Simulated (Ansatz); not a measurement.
`C=[CH][InH][CH3]` + H₂ → `C=[CH][InH2]` + CH₄ at 700 K and 1 bar (hydrogenolysis of the In–C bond).

Calculated with Ansatz (gas phase, PBE0-D4/def2-TZVP geometries, no zero-point term in ΔE). CBS: MP2 limit from def2 TZ/QZ plus the TZ coupled-cluster correction, frozen cores. This one scheme is used for every species. Elements past krypton have def2 core potentials. For In outer-core shells are correlated without core-valence functions, which leaves a few kJ/mol of doubt a bond. Each species was taken in one conformer, which may not be the lowest.

```
           species  CCSD(T)/CBS energy (Eh)  H − E (kJ/mol)  S (J/(mol·K))
`C=[CH][InH][CH3]`               -308.13365           295.4          488.8
                H₂                 -1.17544            46.8          155.3
    `C=[CH][InH2]`               -268.86241           198.2          398.1
               CH₄                -40.46206           145.9          224.0
```

H − E and S are ideal-gas, rigid-rotor, harmonic terms from PBE0-D4/def2-TZVP, for one conformer and one mirror image of each species. For small species the MP2-based limit differs from directly extrapolated CCSD(T) by up to some mEh (0.8 for H₂); such offsets cancel only in part. 1 Eh = 2625.50 kJ/mol, R = 8.31446 J/(mol·K).

By hand: ΔE, ΔH, ΔS and ΔG.

ΔE = (-268.86241) + (-40.46206) − (-308.13365) − (-1.17544) = -0.01538 Eh = -40.4 kJ/mol. Δ(H − E) = 198.2 + 145.9 − 295.4 − 46.8 = 1.9, so ΔH = -38.5 kJ/mol. ΔS = 398.1 + 224.0 − 488.8 − 155.3 = -22.0 J/(mol·K). ΔG = -38.5 − 700 × (-22.0)/1000 = -23.1 kJ/mol.

By hand: the equilibrium constant, and the temperature at which ΔG would vanish if ΔH and ΔS stayed fixed.

log₁₀ K = −ΔG/(RT ln 10) = 1.7. ΔG = 0 at ΔH/ΔS = 1750 K.

TΔS isn't small against ΔH here. A doubt of 5 kJ/mol in ΔE shifts log₁₀ K by 0.4 here. Other conformers and mirror images would add mixing entropy, several J/(mol·K) or more a flexible species. Modes under 60 cm⁻¹, often nearly free rotors, make the harmonic entropy too high. These are equilibria of isolated gas molecules and say nothing of rates. Largest T1 diagnostic: 0.013 (customary marks: 0.02 for closed shells, 0.045 for open ones).
